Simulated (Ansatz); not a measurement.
Start from `C[CH2][AlH][SH]` and change one atom or group to get `C[CH2][AlH][TeH]`.

Ansatz, PBE0-D4/def2-TZVP geometries, multiplicity 1. Each molecule was computed in one conformer, which needn't be the lowest.

Elements past krypton have def2 core potentials.

```
                                      property  `C[CH2][AlH][SH]`
            LUMO energy (PBE0/def2-TZVPP) / eV              -0.92
size of the dipole moment (PBE/def2-TZVPP) / D               1.86
           HOMO–LUMO gap (PBE/def2-TZVPP) / eV               4.79
         HOMO energy (ωB97M-V/def2-TZVPP) / eV              -9.83
           LUMO energy (B3LYP/def2-TZVPP) / eV              -1.12
             HOMO energy (PBE/def2-TZVPP) / eV              -6.46
```

(1) Give the same properties after the change, and the shifts. (An estimate is asked.)

Answers

(1) Ansatz gave: 
| property | `C[CH2][AlH][TeH]` | shift |
| --- | --- | --- |
| LUMO energy (PBE0/def2-TZVPP) / eV | -1.19 | -0.27 |
| size of the dipole moment (PBE/def2-TZVPP) / D | 1.33 | -0.53 |
| HOMO–LUMO gap (PBE/def2-TZVPP) / eV | 3.80 | -0.99 |
| HOMO energy (ωB97M-V/def2-TZVPP) / eV | -8.71 | 1.12 |
| LUMO energy (B3LYP/def2-TZVPP) / eV | -1.36 | -0.24 |
| HOMO energy (PBE/def2-TZVPP) / eV | -5.71 | 0.75 |

With PBE0 the HOMO rises by 0.96 eV and the LUMO falls by 0.27 eV, so the gap narrows by about 1.23 eV. PBE moves the HOMO by 0.75 eV and ωB97M-V by 1.12 eV. Dipoles are sizes alone; their direction can turn.

B3LYP here is the variant with VWN-RPA as its local correlation; programs differ in this.

Spin–orbit coupling is left out; it splits and shifts lone-pair levels of the heavy atoms by tenths of an eV.
